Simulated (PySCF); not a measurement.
Compound: C7H13N.
Numbering: `[CH3:1][C@@H:2]1[CH2:3][C@@H:4]2[CH2:5][CH2:6][C@H:7]1[NH:8]2`

Geometry (GFN2-xTB, Å), atoms numbered from 1 in this order:
```
atom  x, y, z in Å
C1     2.075   -0.108    0.732
C2     1.114   -0.266   -0.437
C3     0.466    1.055   -0.907
C4    -1.023    0.689   -0.925
C5    -1.534    0.659    0.532
C6    -0.914   -0.652    1.049
C7    -0.132   -1.139   -0.187
N8    -0.952   -0.714   -1.317
H9     2.394   -1.082    1.097
H10    1.620    0.439    1.554
H11    2.955    0.444    0.410
H12    1.658   -0.719   -1.270
H13    0.808    1.333   -1.902
H14    0.672    1.880   -0.226
H15   -1.628    1.293   -1.601
H16   -2.624    0.628    0.559
H17   -1.206    1.532    1.095
H18   -0.281   -0.512    1.921
H19   -1.684   -1.381    1.309
H20    0.077   -2.208   -0.187
H21   -1.869   -1.153   -1.303
```

NICS is the negative of the GIAO shielding at a point without a nucleus: at the ring centre (0) and 1 Å above and below it (1); zz is the component along the ring normal. Level: GIAO PBE0/pcSseg-1 (PySCF, non-relativistic, gas phase) on the GFN2-xTB geometry, one conformer.

Ring bond lengths (Å), with Mayer bond orders in brackets: C2–C3 1.545 (0.98), C3–C4 1.534 (1.01), C4–N8 1.458 (0.98), N8–C7 1.459 (0.98), C7–C2 1.541 (0.98); C4–C5 1.544 (0.99), C5–C6 1.540 (1.02), C6–C7 1.542 (0.99), C7–N8 1.459 (0.98), N8–C4 1.458 (0.98).

Give the NICS values of each ring in ppm.

```
          ring                                             type  NICS(0)  NICS(1), two faces  NICS(1)zz, two faces  rms pucker (Å)  centre to ring atoms, mean (Å)
C2–C3–C4–N8–C7  5-membered ring with N; formal bonds all single     -9.8         -8.7 / -5.0           -9.4 / -6.2            0.27                            1.23
C4–C5–C6–C7–N8  5-membered ring with N; formal bonds all single     -8.6         -8.8 / -4.8          -12.6 / -8.0            0.24                            1.24
```

What do they say, and how far can they be read as aromaticity?

- C2–C3–C4–N8–C7: mean NICS(1)zz -7.8 ppm, shielded. C2, C3, C4, C7 have four or more neighbours; no verdict on aromaticity is drawn. The two faces differ by 3.2 ppm, so no symmetry operation interchanges them.
- C4–C5–C6–C7–N8: mean NICS(1)zz -10.3 ppm, shielded. C4, C5, C6, C7 have four or more neighbours; no verdict on aromaticity is drawn. The two faces differ by 4.6 ppm, so no symmetry operation interchanges them.

What are the shieldings of the ring atoms and their hydrogens in the same run (means over atoms taken as equivalent)?

```tsv
atoms	environment	σ isotropic (ppm)
C2	sp3 CH carbon	149.2
C3	ring CH2 carbon	145.4
C4	sp3 carbon bound to nitrogen	126.4
C5	ring CH2 carbon	151.8
C6	ring CH2 carbon	159.4
C7	sp3 carbon bound to nitrogen	122.9
N8	secondary amine nitrogen	175.8
H12	methine hydrogen	29.63
H13	methylene hydrogen	29.74
H14	methylene hydrogen	31.38
H15	methine hydrogen	28.32
H16	methylene hydrogen	30.35
H17	methylene hydrogen	30.48
H18	methylene hydrogen	29.97
```

The list is cut; further classes of hydrogen are left out.
